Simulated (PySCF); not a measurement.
SiF2ClBr, SMILES F[Si](F)(Cl)Br. Coordinates come from a PBE-D3(BJ)/def2-SVP optimisation. This is a generated structure with no PubChem entry under its InChIKey; it may be hypothetical.

**Question.** Give the equilibrium geometry at PBE-D3(BJ)/def2-SVP (PySCF confirms it by a frequency run) as a Z-matrix, and its point group. (Estimate from the structure and the level; the computed values follow.)

**Answer.** point group Cs.
```
Si
F 1 1.6154
F 1 1.6154 2 107.36
Cl 1 2.0385 2 109.10 3 118.10
Br 1 2.1927 2 109.58 3 -118.93
```
